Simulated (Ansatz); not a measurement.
`FC[SiH2][InH2]` + `CN[SiH3]` → `C[N]([SiH3])[InH2]` + `FC[SiH3]` at 500 K and 1 bar (cleavage of the In–Si bond).

Calculated with Ansatz (gas phase, PBE0-D4/def2-TZVP geometries, no zero-point term in ΔE). CCSD(T)/CBS is the MP2 limit (def2-TZVPP, def2-QZVPP) plus CCSD(T) − MP2 in def2-TZVPP, frozen cores. Elements past krypton have def2 core potentials. For In outer-core shells are correlated without core-valence functions, which leaves a few kJ/mol of doubt a bond. Each species was taken in one conformer, which may not be the lowest.

```json
{"species": "`FC[SiH2][InH2]`", "CCSD(T)/CBS energy (Eh)": "-620.30591", "H − E (kJ/mol)": "202.6", "S (J/(mol·K))": "441.0"}
{"species": "`CN[SiH3]`", "CCSD(T)/CBS energy (Eh)": "-386.04948", "H − E (kJ/mol)": "244.7", "S (J/(mol·K))": "351.8"}
{"species": "`C[N]([SiH3])[InH2]`", "CCSD(T)/CBS energy (Eh)": "-576.45186", "H − E (kJ/mol)": "263.9", "S (J/(mol·K))": "442.5"}
{"species": "`FC[SiH3]`", "CCSD(T)/CBS energy (Eh)": "-429.90570", "H − E (kJ/mol)": "175.1", "S (J/(mol·K))": "332.8"}
```

H − E and S are ideal-gas, rigid-rotor, harmonic terms from PBE0-D4/def2-TZVP, for one conformer and one mirror image of each species. 1 Eh = 2625.50 kJ/mol, R = 8.31446 J/(mol·K).

Task: By hand: ΔE, ΔH, ΔS and ΔG.

Result: ΔE = (-576.45186) + (-429.90570) − (-620.30591) − (-386.04948) = -0.00217 Eh = -5.7 kJ/mol. Δ(H − E) = 263.9 + 175.1 − 202.6 − 244.7 = -8.3, so ΔH = -14.0 kJ/mol. ΔS = 442.5 + 332.8 − 441.0 − 351.8 = -17.5 J/(mol·K). ΔG = -14.0 − 500 × (-17.5)/1000 = -5.2 kJ/mol.

Task: By hand: the equilibrium constant, and the temperature at which ΔG would vanish if ΔH and ΔS stayed fixed.

Result: log₁₀ K = −ΔG/(RT ln 10) = 0.5. ΔG = 0 at ΔH/ΔS = 800 K, though so small a ΔS makes that figure unsure.

TΔS isn't small against ΔH here. The sign of ΔG lies within the doubt. A doubt of 5 kJ/mol in ΔE shifts log₁₀ K by 0.5 here. Other conformers and mirror images would add mixing entropy, several J/(mol·K) or more a flexible species. Modes under 60 cm⁻¹, often nearly free rotors, make the harmonic entropy too high. These are equilibria of isolated gas molecules and say nothing of rates. Largest T1 diagnostic: 0.015 (customary marks: 0.02 for closed shells, 0.045 for open ones).
